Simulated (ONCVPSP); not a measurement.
## Which change was made? (Cs, ONCV)

ONCVPSP 4.0.1 input, shortened (lines: element, Z, core and valence counts, functional; n l f; lmax; l rc ep ncon nbas qcut; lloc lpopt rc5 dvloc0; l nproj debl; icmod fcfact rcfact), LDA (Perdew-Zunger), fully relativistic:

```
  Cs 55.00    9    3        3      upf
    1    0    2.00
    2    0    2.00
    2    1    6.00
    3    0    2.00
    3    1    6.00
    3    2   10.00
    4    0    2.00
    4    1    6.00
    4    2   10.00
    5    0    2.00
    5    1    6.00
    6    0    1.00
    2
    0    3.05    0.00    4    8    4.90
    1    2.15    0.00    5    9    3.20
    2    2.85    0.16    4    8    3.50
    4    5    1.85    4.00
    0    2    0.80
    1    2    2.40
    2    2    3.20
    0    0.00    0.00
```

Open shells are filled in proportion to 2j + 1.

In the d channel the program set the typed energies aside and used 0.050, 3.250 Ha (j = l + 1/2; the other j can differ).

Cutoffs, loose and tight: the cutoffs (Ha) at which the residual kinetic energy of the hardest occupied pseudo-wave falls to 1 and 0.1 mHa per electron. They do not see the model core or the augmentation charge, which bear on the density cutoff. Test errors are all-electron minus pseudo excitation energies from the reference, over the configurations 5s2 5p6 6s0; 5s2 5p6 6s0.5; 5s2 5p6 6s0 6p1; 5s1 5p6 6s1; variants that change the core or the reference have their own tests.

The base gives: outcome: generated, projector energies reset by the program; cutoff, loose: 37 Ha; cutoff, tight: 54 Ha; bound ghosts: none; GHOST(+) flags above zero: s; largest test error (meV): -116.

Question: After one change the result is: outcome: generated, projector energies reset by the program; cutoff, loose: 37 Ha; cutoff, tight: 54 Ha; bound ghosts: none; GHOST(+) flags above zero: s; largest test error (meV): -69. Which change was it?
A. s: qcut 5.5
B. p: rc 3.04
C. s: qcut 4.1; p: qcut 2.7; d: qcut 3
D. s: rc 4.14

Answer: A. The others give: s: rc 4.14 → outcome: generated, projector energies reset by the program; cutoff, loose: 37 Ha; cutoff, tight: 54 Ha; bound ghosts: none; GHOST(+) flags above zero: none; largest test error (meV): -286 | s: qcut 4.1; p: qcut 2.7; d: qcut 3 → outcome: generated, projector energies reset by the program; cutoff, loose: 40 Ha; cutoff, tight: 54 Ha; bound ghosts: none; GHOST(+) flags above zero: s; largest test error (meV): -161 | p: rc 3.04 → outcome: generated, projector energies reset by the program; cutoff, loose: 6.2 Ha; cutoff, tight: 7.8 Ha; bound ghosts: none; GHOST(+) flags above zero: s; largest test error (meV): -88.
